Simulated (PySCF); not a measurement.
**CsK: from constants to spectrum**

RHF-CCSD(T) constants of CsK, ¹Σ⁺ (singlet), closed shell (basis Cs def2-SVP with ECP46, K def2-SVP; scalar-relativistic core potentials; PySCF 2.14; masses 132.9054 and 38.9637 u):

```
ωe              : 64.7 cm⁻¹
ωexe            : 0.202 cm⁻¹
Be              : 0.028863 cm⁻¹
αe              : 0.000102 cm⁻¹
D (centrifugal) : 2.3e-08 cm⁻¹
De to Cs + K    : 0.450 eV
```

(1) Give the vibrational terms G(v) and spacings up to v = 6.

(2) How well does the Morse estimate ωe²/(4ωexe) reproduce De, and what is D0?

Correlated steps freeze 5 core orbitals. Correlated levels converge slowly with the basis: in double zeta they bind strong bonds too weakly, by up to about 1 eV, and carry superposition errors of some tenths. Spin–orbit coupling is left out. Where the molecule has an RHF reference, its open-shell atoms are computed with UHF.

## Answers

(1) G(v) = ωe(v+½) − ωexe(v+½)².

| v | G(v) (cm⁻¹) | G(v) − G(v−1) | Bv (cm⁻¹) |
| --- | --- | --- | --- |
| 0 | 32.3 |  | 0.02881 |
| 1 | 96.6 | 64.3 | 0.02871 |
| 2 | 160.5 | 63.9 | 0.02861 |
| 3 | 224.0 | 63.5 | 0.02851 |
| 4 | 287.1 | 63.1 | 0.02840 |
| 5 | 349.7 | 62.7 | 0.02830 |
| 6 | 412.0 | 62.3 | 0.02820 |

(2) It gives 0.642 eV, 143 % of the computed De. D0 = De − G(0) = 0.450 − 0.004 = 0.446 eV.
